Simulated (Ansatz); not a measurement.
Calculated with Ansatz (gas phase, PBE0-D4/def2-TZVP geometries, no zero-point term in ΔE). CCSD(T)/CBS adds triple-zeta CCSD(T) − MP2 to the extrapolated MP2 energy (def2 sets, frozen cores). This one scheme is used for every species. DFT in def2-TZVPP. For Br outer-core shells are correlated without core-valence functions, which leaves a few kJ/mol of doubt a bond. Scalar relativity is left out up to krypton. One conformer a species, not always the lowest.

`COB(F)S` + HBr → `COB(F)Br` + H₂S  (ligand exchange at a B–S bond)

`COB(F)S`:

Z-matrix (Å, degrees):
```
C
O 1 1.418
H 1 1.091 2 108.6
H 1 1.091 2 111.8 3 120.8
H 1 1.091 2 108.5 3 -118.3
B 2 1.343 1 122.5 3 -119.2
S 6 1.813 2 121.4 1 179.9
F 6 1.334 2 121.6 1 -0.1
H 7 1.342 6 94.4 2 0.0
```

HBr:

Z-matrix (Å, degrees):
```
Br
H 1 1.420
```

`COB(F)Br`:

Z-matrix (Å, degrees):
```
C
O 1 1.414
H 1 1.091 2 111.6
H 1 1.090 2 108.1 3 120.8
H 1 1.091 2 108.6 3 -120.9
B 2 1.330 1 126.9 3 7.7
Br 6 1.931 2 124.2 1 -0.4
F 6 1.318 2 118.6 1 179.7
```

H₂S:

Z-matrix (Å, degrees):
```
S
H 1 1.341
H 1 1.341 2 92.3
```

```csv
level,ΔE (kcal/mol)
PBE,-2.4
HF/def2-TZVPP,-3.1
```

Task: What does CCSD(T)/CBS give? (Best estimate.)

Result: The calculation gave: -3.4 kcal/mol. The listed levels differ from it by 1.0, 0.3 kcal/mol.

Largest T1 diagnostic among the species: 0.012.
